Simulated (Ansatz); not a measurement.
C2H4OSi can be A, `C1=C[SiH2]O1`, or B, `C#CO[SiH3]`.

Calculated with Ansatz (gas phase, PBE0-D4/def2-TZVP geometries, no zero-point term in ΔE). CBS: MP2 limit from def2 TZ/QZ plus the TZ coupled-cluster correction, frozen cores. DFT in def2-TZVPP. B3LYP here is the variant with VWN-RPA as its local correlation; programs differ in this.

Question: Which is lower in electronic energy at CCSD(T)/CBS, and by how much? (An estimate is asked.)

Answer: Computed: A, by 107.0 kJ/mol.

Question: Give E(B) − E(A) in kJ/mol with PBE0-D4, B3LYP, MP2/def2-TZVPP, HF/def2-TZVPP, PBE-D4, B2PLYP, r2SCAN-D4. (Estimate.)

Answer: Computed: PBE0-D4 122.9, B3LYP 93.5, MP2/def2-TZVPP 104.4, HF/def2-TZVPP 79.2, PBE-D4 119.5, B2PLYP 96.4, r2SCAN-D4 118.2. None reverses the order clearly.

Question: Does the order hold for the free energy at 298.15 K (harmonic terms from PBE0-D4)? (An estimate is asked.)

Answer: Ansatz gave: Yes: G(B) − G(A) = +90.1 kJ/mol.

Largest T1 diagnostic: 0.014.

Leaving LDA and LC-ωPBE aside and taking each functional with its dispersion term where it has one, the values, not all of them listed here, spread over 33.1 kJ/mol, from BLYP-D4 to HSE06-D4. LDA lies +15.6 kJ/mol from PBE without D4. In def2-TZVPP, CCSD(T) changes the Hartree–Fock value by +25.8 kJ/mol (the triples alone add +3.6 kJ/mol) and MP2 by +25.2 kJ/mol.
